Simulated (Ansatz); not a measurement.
Start from `C[N](C)[Sn]([F])([N](C)C)[N](C)C` and change one atom or group to get `C[N](C)[Sn]([Cl])([N](C)C)[N](C)C`.

Ansatz, PBE0-D4/def2-TZVP geometries, multiplicity 1. Each molecule was computed in one conformer, which needn't be the lowest.

Elements past krypton have def2 core potentials.

| property | `C[N](C)[Sn]([F])([N](C)C)[N](C)C` |
| --- | --- |
| HOMO–LUMO gap (ωB97M-V/def2-TZVPP) / eV | 9.96 |
| HOMO energy (PBE/def2-TZVPP) / eV | -4.90 |
| HOMO energy (ωB97M-V/def2-TZVPP) / eV | -8.53 |
| HOMO–LUMO gap (PBE/def2-TZVPP) / eV | 3.36 |
| size of the dipole moment (PBE/def2-TZVPP) / D | 2.50 |
| HOMO energy (PBE0/def2-TZVPP) / eV | -6.21 |

Q: Give the same properties after the change, and the shifts. (An estimate is asked.)

A: Ansatz gave: 
```tsv
property	`C[N](C)[Sn]([Cl])([N](C)C)[N](C)C`	shift
HOMO–LUMO gap (ωB97M-V/def2-TZVPP) / eV	9.86	-0.10
HOMO energy (PBE/def2-TZVPP) / eV	-4.90	0.00
HOMO energy (ωB97M-V/def2-TZVPP) / eV	-8.50	0.03
HOMO–LUMO gap (PBE/def2-TZVPP) / eV	3.25	-0.11
size of the dipole moment (PBE/def2-TZVPP) / D	2.37	-0.13
HOMO energy (PBE0/def2-TZVPP) / eV	-6.20	0.01
```

Dipoles are sizes alone; their direction can turn.
